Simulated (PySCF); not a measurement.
## Computed data sheet: Si(CCH)Cl3, `C#C[Si](Cl)(Cl)Cl`

Species: Si(CCH)Cl3, C2HCl3Si.
Geometry (PBE0-D3(BJ)/def2-SVP, Å), atoms numbered from 1 in this order:
```
atom  x, y, z in Å
Si1    0.0080   -0.0175   -0.9883
C2     0.0017   -0.0106    0.8203
C3     0.0140   -0.0078    2.0360
H4     0.0234   -0.0063    3.1124
Cl5    1.9337   -0.0163   -1.6636
Cl6   -0.9465    1.6411   -1.7007
Cl7   -0.9426   -1.6846   -1.6847
```

From PBE0-D3(BJ)/def2-SVP geometry optimisation, gas phase (PySCF):

| Item | Value |
| --- | --- |
| Point group | C3v |
| Rotational constants A, B, C | 1.308, 1.236, 1.234 GHz |

B3LYP/def2-SVPD ground state and vertical TDDFT (core frozen in the response) (PySCF):

| Quantity | Value |
| --- | --- |
| Dipole moment | 2.04 D |
| HOMO energy | -8.73 eV |
| LUMO energy | -1.30 eV |
| HOMO–LUMO gap | 7.43 eV |
| Lowest singlet excitation | 5.80 eV (214 nm, f = 0.000) |
| Strongest line among the 10 lowest singlet transitions | S9 at 7.32 eV (169 nm, f = 0.171) |
| Lowest triplet excitation (Tamm–Dancoff) | 4.77 eV |
| Static isotropic polarisability | 86.3 au |
| Electronic spatial extent ⟨r²⟩ about the centre of nuclear charge | 1219 bohr² |

From KT2/pcSseg-1 ground state and GIAO shieldings, non-relativistic (PySCF):

| Property | Result |
| --- | --- |
| 13C chemical shifts (computed TMS as zero) by class | 94.4 (C3), 77.2 (C2) ppm |
| 1H chemical shifts (computed TMS as zero) by class | 2.97 (H4) ppm |
| Isotropic shieldings of nuclei other than C and H, by class | 373 (Si1), 752 (Cl5/Cl6/Cl7) ppm |

Monoisotopic mass (most abundant isotopes): 157.8913 u.

The rotational constants are those of a prolate symmetric top; the small spread among constants that symmetry makes equal is optimisation noise. The vertical singlet–triplet gap S1 − T1 is 1.03 eV (TDDFT singlet less Tamm–Dancoff triplet). In wavenumbers S1 is 46800 cm⁻¹ (1 eV = 8065.54 cm⁻¹). The dipole equals about 6.8 × 10⁻³⁰ C·m (1 D = 3.33564 × 10⁻³⁰ C·m). The principal polarisabilities are 79.8, 79.8 and 99.3 au; their mean is the isotropic value. The polarisability is 12.79 Å³ as a volume (1 au = 0.148185 Å³), or 1.11 au for each of the 78 electrons. No computed singlet falls in the visible range (750 to 380 nm, 1.65 to 3.26 eV); S1 lies 2.54 eV above its blue end. A dipole of 2.04 D is allowed in C3v, and pure rotational transitions are dipole-allowed.

